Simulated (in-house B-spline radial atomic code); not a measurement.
# Functionals against ionisation energies along an isoelectronic series: Ca to Fe⁶⁺

Ionisation energies as differences of self-consistent total energies from a B-spline radial code for spherical atoms: all electrons, radial basis limit, scalar-relativistic (one-electron X2C), spin-polarised at highest spin, spherical densities; exact exchange is averaged over the determinants of each configuration. No spin-orbit coupling, Breit or QED terms. NIST's values run from ground level to ground level, so in open shells the differences also hold multiplet and fine-structure energies that spherical high-spin averages miss. Columns give computed minus NIST, in eV; a star marks a semi-empirical value. Species are left out where the tabulated value is theory, is uncertain by more than 0.12 eV, or (13 ions, such as In⁴⁺, Te⁴⁺ and Bi⁴⁺) lies off its series for all methods alike, which flatters the means a little.

```tsv
species	shell	NIST (eV)	PBE	TPSS	HSE06	wB97X	r2SCAN0	AM05
Ca	4s	6.11	-0.02	-0.11	-0.10	+0.10	-0.26	-0.14
Sc⁺	4s	12.80	+0.35	+0.06	+0.21	-0.34	+0.09	+0.27
Ti²⁺	3d	27.49	+0.09	-0.12	-0.07	-0.39	-0.24	+0.03
V³⁺	3d	46.71 ± 0.005	-0.07	-0.26	-0.19	-0.49	-0.32	-0.11
Cr⁴⁺	3d	69.46 ± 0.04*	?	?	?	?	?	?
Mn⁵⁺	3d	95.60 ± 0.03	-0.34	-0.52	-0.41	-0.68	-0.50	-0.34
Fe⁶⁺	3d	124.97	-0.42	-0.62	-0.49	-0.75	-0.56	-0.42
```

**Question.** What are the differences for Cr⁴⁺ ([Ar] 3d2)?

**Answer.** PBE -0.19; TPSS -0.38; HSE06 -0.28; wB97X -0.57; r2SCAN0 -0.40; AM05 -0.21 eV.

**Question.** How do the methods rank, and which species is hardest?

**Answer.** Mean absolute (signed) differences: PBE 0.21 (-0.09) eV; AM05 0.22 (-0.13) eV; HSE06 0.25 (-0.19) eV; TPSS 0.30 (-0.28) eV; r2SCAN0 0.34 (-0.31) eV; wB97X 0.47 (-0.45) eV. For Fe⁶⁺, which loses a 3d electron, the nearest method is off by -0.42 eV, the largest such miss. The first two are tied within the accuracy of the references.
